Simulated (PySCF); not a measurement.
C₂H₅O₂ (SMILES CC(O)=[OH+]), charge +1, singlet, at a GFN2-xTB geometry; CCSD(T)/STO-3G run with PySCF.

Here is a job for PySCF.
```python
from pyscf import gto, scf, cc

mol = gto.Mole()
mol.atom = '''
    C    -1.39570971    0.14320355    0.06747928
    C     0.05945850   -0.01483349   -0.01819422
    O     0.54848620   -0.53355710   -1.06388824
    O     0.86748398    0.34875759    0.91255762
    H    -1.65979534    1.20213003    0.13754680
    H    -1.87942432   -0.28228953   -0.80945305
    H    -1.78832724   -0.33509193    0.96785289
    H     1.52455054   -0.62526117   -1.09983415
    H     0.49274207    0.74868836    1.71882199
'''
mol.basis = 'sto-3g'
mol.charge = 1
mol.verbose = 4
mol.build()

mf = scf.RHF(mol)
mf.kernel()

mycc = cc.CCSD(mf)
mycc.kernel()
et = mycc.ccsd_t()
print('E(CCSD(T)) = %.10f' % (mycc.e_tot + et))
```

The log (banner, timings and long lists left out):

```
PySCF version 2.14.0

[INPUT] verbose = 4
[INPUT] num. atoms = 9
[INPUT] num. electrons = 32
[INPUT] charge = 1
[INPUT] spin (= nelec alpha-beta = 2S) = 0
[INPUT] symmetry False subgroup None
[INPUT] Mole.unit = angstrom
[INPUT] Symbol           X                Y                Z      unit          X                Y                Z       unit  Magmom
[INPUT]  1 C     -1.395709710000   0.143203550000   0.067479280000 AA   -2.637509101296   0.270615489565   0.127517358283 Bohr   0.0
[INPUT]  2 C      0.059458500000  -0.014833490000  -0.018194220000 AA    0.112360280777  -0.028031233571  -0.034382092850 Bohr   0.0
[INPUT]  3 O      0.548486200000  -0.533557100000  -1.063888240000 AA    1.036488701103  -1.008276790817  -2.010457400746 Bohr   0.0
[INPUT]  4 O      0.867483980000   0.348757590000   0.912557620000 AA    1.639307139648   0.659056328963   1.724483974685 Bohr   0.0
[INPUT]  5 H     -1.659795340000   1.202130030000   0.137546800000 AA   -3.136558615429   2.271696522815   0.259925781310 Bohr   0.0
[INPUT]  6 H     -1.879424320000  -0.282289530000  -0.809453050000 AA   -3.551597236647  -0.533449899532  -1.529644575194 Bohr   0.0
[INPUT]  7 H     -1.788327240000  -0.335091930000   0.967852890000 AA   -3.379448704699  -0.633231974252   1.828976890969 Bohr   0.0
[INPUT]  8 H      1.524550540000  -0.625261170000  -1.099834150000 AA    2.880982983658  -1.181572367625  -2.078385325944 Bohr   0.0
[INPUT]  9 H      0.492742070000   0.748688360000   1.718821990000 AA    0.931147562351   1.414815953050   3.248102817980 Bohr   0.0

nuclear repulsion = 131.033309342612
number of shells = 17
number of NR pGTOs = 75
number of NR cGTOs = 25
basis = sto-3g
ecp = {}

******** <class 'pyscf.scf.hf.RHF'> ********
method = RHF
initial guess = minao
damping factor = 0
level_shift factor = 0
DIIS = <class 'pyscf.scf.diis.CDIIS'>
diis_start_cycle = 1
diis_space = 8
diis_damp = 0
SCF conv_tol = 1e-09
SCF conv_tol_grad = None
SCF max_cycles = 50
direct_scf = True
direct_scf_tol = 1e-13
Set gradient conv threshold to 3.16228e-05
Initial guess from minao.
init E= -226.448890259639
  HOMO = -0.392397392040405  LUMO = 0.132996704635505  gap/eV = 14.29670
cycle= 1 E= -225.099325133118  delta_E= 1.35  |g|= 0.566  |ddm|= 3.61
  HOMO = -0.672692314805609  LUMO = -0.107341028676752  gap/eV = 15.38399
cycle= 2 E= -225.187963397523  delta_E= -0.0886  |g|= 0.219  |ddm|= 0.89
  HOMO = -0.714723924258493  LUMO = -0.0520590445688262  gap/eV = 18.03203
cycle= 3 E= -225.200987294253  delta_E= -0.013  |g|= 0.0276  |ddm|= 0.25
  HOMO = -0.708992759051673  LUMO = -0.0445482803273471  gap/eV = 18.08046
cycle= 4 E= -225.201357014488  delta_E= -0.00037  |g|= 0.00343  |ddm|= 0.0568
  HOMO = -0.709893489166133  LUMO = -0.0457149168847236  gap/eV = 18.07322
cycle= 5 E= -225.201363808959  delta_E= -6.79e-06  |g|= 0.00123  |ddm|= 0.00656
  HOMO = -0.710000799957011  LUMO = -0.0456609469849221  gap/eV = 18.07761
cycle= 6 E= -225.201364699814  delta_E= -8.91e-07  |g|= 0.000437  |ddm|= 0.0024
  HOMO = -0.709974176303974  LUMO = -0.0455644930294007  gap/eV = 18.07951
cycle= 7 E= -225.201364797731  delta_E= -9.79e-08  |g|= 0.000101  |ddm|= 0.00083
  HOMO = -0.709986096357959  LUMO = -0.0455657415437845  gap/eV = 18.07980
cycle= 8 E= -225.201364805994  delta_E= -8.26e-09  |g|= 3.29e-05  |ddm|= 0.000268
  HOMO = -0.709993512415481  LUMO = -0.0455734751372631  gap/eV = 18.07979
cycle= 9 E= -225.201364806869  delta_E= -8.75e-10  |g|= 6.21e-06  |ddm|= 0.000105
  HOMO = -0.709993589821171  LUMO = -0.0455725768185382  gap/eV = 18.07982
Extra cycle  E= -225.201364806895  delta_E= -2.6e-11  |g|= 2.82e-06  |ddm|= 1.27e-05
converged SCF energy = -225.201364806895

******** <class 'pyscf.cc.ccsd.CCSD'> ********
CC2 = 0
CCSD nocc = 16, nmo = 25
max_cycle = 50
direct = 0
conv_tol = 1e-07
conv_tol_normt = 1e-05
diis_space = 6
diis_start_cycle = 0
diis_start_energy_diff = 1e+09
Init t2, MP2 energy = -225.400479052018  E_corr(MP2) -0.199114245123365
Init E_corr(CCSD) = -0.199114245127591
cycle = 1  E_corr(CCSD) = -0.221534815543708  dE = -0.0224205704  norm(t1,t2) = 0.0726334
cycle = 2  E_corr(CCSD) = -0.234751369169513  dE = -0.0132165536  norm(t1,t2) = 0.0238526
cycle = 3  E_corr(CCSD) = -0.238252048429666  dE = -0.00350067926  norm(t1,t2) = 0.011425
cycle = 4  E_corr(CCSD) = -0.240534555999193  dE = -0.00228250757  norm(t1,t2) = 0.00413172
cycle = 5  E_corr(CCSD) = -0.240355155364376  dE = 0.000179400635  norm(t1,t2) = 0.000853149
cycle = 6  E_corr(CCSD) = -0.24033643971505  dE = 1.87156493e-05  norm(t1,t2) = 0.000199822
cycle = 7  E_corr(CCSD) = -0.240334566264775  dE = 1.87345027e-06  norm(t1,t2) = 7.00477e-05
cycle = 8  E_corr(CCSD) = -0.24033394086733  dE = 6.25397445e-07  norm(t1,t2) = 2.00182e-05
cycle = 9  E_corr(CCSD) = -0.240334271647992  dE = -3.30780662e-07  norm(t1,t2) = 7.35705e-06
cycle = 10  E_corr(CCSD) = -0.240334116544199  dE = 1.55103793e-07  norm(t1,t2) = 3.27556e-06
cycle = 11  E_corr(CCSD) = -0.240334110327453  dE = 6.2167464e-09  norm(t1,t2) = 1.25945e-06
CCSD converged
E(CCSD) = -225.4416989172225  E_corr = -0.2403341103274529
CCSD(T) correction = -0.00808477048746899
E(CCSD(T)) = -225.4497836877
```
